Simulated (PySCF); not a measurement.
## Curvature of the energy in the electron number along the 5d series, charge +2

Calculated with PySCF 2.14, in aug-cc-pVTZ-PP with ECP60MDF, ECP: one orbital is emptied in steps, and each cell gives the departure of E from the straight line at half an electron, in eV (from a cubic fit). The exact functional gives zero.

```csv
species,orbital,LDA,PBE,r2SCAN,PBE0,BHandHLYP,LC-wPBE,wB97X,UHF
Hf²⁺,5d alpha,-1.27,-1.24,-1.15,-0.90,-0.58,-0.19,-0.27,0.11
Ta²⁺,5d alpha,-1.32,-1.29,-1.19,-0.93,-0.59,-0.22,-0.29,0.15
W²⁺,5d alpha,-1.38,-1.35,-1.26,-0.97,-0.59,-0.25,-0.32,0.19
Ir²⁺,5d beta,-1.48,-1.44,-1.33,-1.01,-0.61,-0.28,-0.40,0.31
Pt²⁺,5d beta,-1.54,-1.49,-1.37,-1.04,-0.61,-0.31,-0.43,0.34
Au²⁺,5d beta,-1.60,-1.55,-1.43,-1.08,-0.61,-0.34,-0.44,0.37
Hg²⁺,5d beta,-1.68,-1.63,-1.52,-1.13,-0.64,-0.41,-0.49,0.39
```

Estimate the missing row, Re²⁺.

The calculation gives LDA -1.46; PBE -1.43; r2SCAN -1.33; PBE0 -1.02; BHandHLYP -0.62; LC-wPBE -0.30; wB97X -0.36; UHF 0.22.

How does the mean departure depend on the functional?

LDA -1.46 eV; PBE -1.43 eV; r2SCAN -1.32 eV; PBE0 -1.01 eV; BHandHLYP -0.61 eV; LC-wPBE -0.29 eV; wB97X -0.38 eV; UHF 0.26 eV. Semilocal functionals are convex (delocalisation error), Hartree-Fock is concave or straight, and exact exchange removes curvature roughly in proportion to its share, so among the functionals the range-separated hybrids usually come closest to zero.

No spin-orbit coupling is included.
